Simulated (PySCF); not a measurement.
The numbers are results of TPSSh-D3(BJ)/def2-TZVP (PySCF), not measurements. Gas-phase values, no solvent. One relaxed conformer stands for a flexible species; it need not be the lowest. Excitations are Tamm–Dancoff values on a coarser integration grid. The basis has no diffuse functions, so Rydberg states are missing or too high.

Reference species (SMILES): `[SH][Al]([SH])[SH]` (neutral, multiplicity 1).

* **HOMO–LUMO gap**: 6.09 eV
* **LUMO**: -1.00 eV
* **T1 excitation (TDA)**: 5.23 eV
* **HOMO**: -7.09 eV

Changed species: `[SH][AlH][SH]` (H–S–Al–S torsion 0°, S–Al–S–H torsion 0°) (1 of 3 SH replaced by H; the reference has 0 of 3 SH replaced by H).

Predict the effect on the HOMO–LUMO gap, LUMO, T1 excitation (TDA) and HOMO.

the HOMO–LUMO gap falls by 0.38 eV, to 5.71 eV; the LUMO drops by 0.36 eV, to -1.36 eV; the T1 excitation (TDA) drops by 0.39 eV, to 4.84 eV; the HOMO stays essentially unchanged.
